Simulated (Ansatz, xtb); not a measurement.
# C2H11NSi2: which of two isomers lies lower

Structure I is `C[Si](C)(N)[SiH3]`, a singlet and structure II is `NC[SiH2]C[SiH3]`, a singlet. Both are isolated molecules in the gas phase, relaxed with r2SCAN-D4/def2-SVP; the shapes shown needn't be the lowest conformers.

I (Å):

```json
{"atom": "C", "x (Å)": "-1.5729", "y (Å)": "0.8891", "z (Å)": "0.7846"}
{"atom": "C", "x (Å)": "0.1779", "y (Å)": "0.6599", "z (Å)": "-1.7653"}
{"atom": "N", "x (Å)": "-0.1327", "y (Å)": "-1.5676", "z (Å)": "0.1069"}
{"atom": "Si", "x (Å)": "-0.0014", "y (Å)": "0.1759", "z (Å)": "0.0413"}
{"atom": "Si", "x (Å)": "1.8596", "y (Å)": "1.0042", "z (Å)": "1.2454"}
{"atom": "H", "x (Å)": "-1.6940", "y (Å)": "0.5969", "z (Å)": "1.8406"}
{"atom": "H", "x (Å)": "-1.5672", "y (Å)": "1.9905", "z (Å)": "0.7452"}
{"atom": "H", "x (Å)": "-2.4546", "y (Å)": "0.5274", "z (Å)": "0.2296"}
{"atom": "H", "x (Å)": "0.2310", "y (Å)": "1.7546", "z (Å)": "-1.8805"}
{"atom": "H", "x (Å)": "1.0918", "y (Å)": "0.2359", "z (Å)": "-2.2128"}
{"atom": "H", "x (Å)": "-0.6854", "y (Å)": "0.2924", "z (Å)": "-2.3450"}
{"atom": "H", "x (Å)": "-0.3308", "y (Å)": "-1.9898", "z (Å)": "1.0115"}
{"atom": "H", "x (Å)": "0.5964", "y (Å)": "-2.1102", "z (Å)": "-0.3511"}
{"atom": "H", "x (Å)": "1.7816", "y (Å)": "0.6057", "z (Å)": "2.6900"}
{"atom": "H", "x (Å)": "1.9844", "y (Å)": "2.4993", "z (Å)": "1.2046"}
{"atom": "H", "x (Å)": "3.1403", "y (Å)": "0.4380", "z (Å)": "0.7058"}
```

II (Å):

```yaml
atoms:
  - { symbol: C, position_ang: [-2.7783, 1.3400, -0.1803] }
  - { symbol: C, position_ang: [0.2822, 1.0516, -0.3260] }
  - { symbol: N, position_ang: [-2.6543, 1.2206, 1.2733] }
  - { symbol: Si, position_ang: [-1.3511, 0.3375, -0.9185] }
  - { symbol: Si, position_ang: [0.4661, 1.4897, 1.5069] }
  - { symbol: H, position_ang: [-3.2608, 1.8773, 1.7646] }
  - { symbol: H, position_ang: [-2.9196, 0.2857, 1.5830] }
  - { symbol: H, position_ang: [-3.7669, 1.0598, -0.6050] }
  - { symbol: H, position_ang: [-2.6136, 2.3960, -0.4631] }
  - { symbol: H, position_ang: [-1.4861, -1.0758, -0.4355] }
  - { symbol: H, position_ang: [-1.4293, 0.3232, -2.4152] }
  - { symbol: H, position_ang: [1.0848, 0.3330, -0.5734] }
  - { symbol: H, position_ang: [0.5083, 1.9641, -0.9083] }
  - { symbol: H, position_ang: [0.0428, 0.3799, 2.4101] }
  - { symbol: H, position_ang: [1.9323, 1.7102, 1.7533] }
  - { symbol: H, position_ang: [-0.2195, 2.7646, 1.8623] }
```

Quicker runs give these differences E(II) − E(I): GFN2-xTB +60.4 kJ/mol; HF/STO-3G +115.1 kJ/mol (at GFN2-xTB geometries); r2SCAN-D4/def2-SVP//GFN2-xTB +122.2 kJ/mol.

Q: Estimate E(II) − E(I) at the level CCSD(T)/def2-SVP + ΔMP2/def2-TZVPP.

A: Calculated at CCSD(T)/def2-SVP + ΔMP2/def2-TZVPP: E(II) − E(I) = +132.7 kJ/mol, so structure I lies lower.

Level by level:

```csv
level,geometry,E(II) − E(I) (kJ/mol),departure from the last row (kJ/mol),"job, with rough time for the two"
GFN2-xTB,GFN2-xTB,+60.4,−72.3,"optimisation, 0.26 s"
HF/STO-3G,GFN2-xTB,+115.1,−17.6,"single point, 0.4 s"
r2SCAN-D4/def2-SVP//GFN2-xTB,GFN2-xTB,+122.2,−10.6,"single point, 2.9 s"
r2SCAN-D4/def2-SVP,r2SCAN-D4/def2-SVP,+124.6,−8.1,"optimisation, 40 s"
HF/def2-SVP,r2SCAN-D4/def2-SVP,+112.8,−19.9,part of the CCSD(T) run
MP2/def2-SVP,r2SCAN-D4/def2-SVP,+111.7,−21.0,part of the CCSD(T) run
CCSD(T)/def2-SVP,r2SCAN-D4/def2-SVP,+109.1,−23.6,single point
CCSD(T)/def2-SVP + ΔMP2/def2-TZVPP,r2SCAN-D4/def2-SVP,+132.7,,"single point, 34 s"
```

As drawn, II has 1 C–N, 1 C–Si, 2 Si–H in place of 1 N–Si, 1 Si–Si, 2 C–H.

The levels shown agree on the order. The largest departure from CCSD(T)/def2-SVP + ΔMP2/def2-TZVPP is that of GFN2-xTB, 72.3 kJ/mol. The last row adds to CCSD(T) the change of the MP2 difference between the two basis sets, here +23.6 kJ/mol, a large step that makes the value less sure.

With thermal terms from frequencies at re-optimised GFN2-xTB minima (ideal gas, soft modes damped towards free rotors, one conformer each, 298.15 K, 1 atm): on the last row, ΔE + ΔZPE = +127.4, ΔH = +122.4, ΔG = +133.4 kJ/mol.

The correlated steps freeze 13 core orbitals. Programs: Ansatz 0.2.0, xtb 6.7.1; the last row on 2 threads of Intel(R) Xeon(R) 6975P-C (Granite Rapids) on a shared host.
